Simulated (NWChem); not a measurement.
System: C$_{2}$H$_{3}$Cl$_{2}$F; SMILES CC(F)(Cl)Cl

Results from NWChem. Medium grid unless said otherwise, to which SCAN and Minnesota functionals are sensitive. Geometry: optimised at PBE0/def2-SVP. Hybrids' shares of exact exchange are those that their runs print; pure functionals count as 0. The functionals differ in more than this share.

| row | share of exact exchange | orbital gap (eV) |
|---|---|---|
| PBE/def2-SVP | 0.00 | 6.44 |
| TPSS/def2-SVP | 0.00 | 6.72 |
| B3LYP/def2-SVP | 0.20 | withheld |
| r2SCAN0/def2-SVP | 0.25 | 9.41 |
| MPW1K/def2-SVP | 0.43 | 10.96 |

Problem. Fit a straight line of the last column on the one before it, predict the withheld value, and compare with the run.

Solution. 
1. Means of the 4 shown rows: x = 0.170, y = 8.383. Slope Σ(x − x̄)(y − ȳ)/Σ(x − x̄)² = 1.365/0.1318 = 10.36; intercept 6.621.
2. The shown rows scatter about the line by 0.155 (root mean square); the largest residual is +0.20, at r2SCAN0/def2-SVP.
3. At x = 0.20 (B3LYP/def2-SVP; inside the shown range) the line gives 8.69.
4. The run gives 8.52, -0.17 from the line, 1.1 times the scatter.
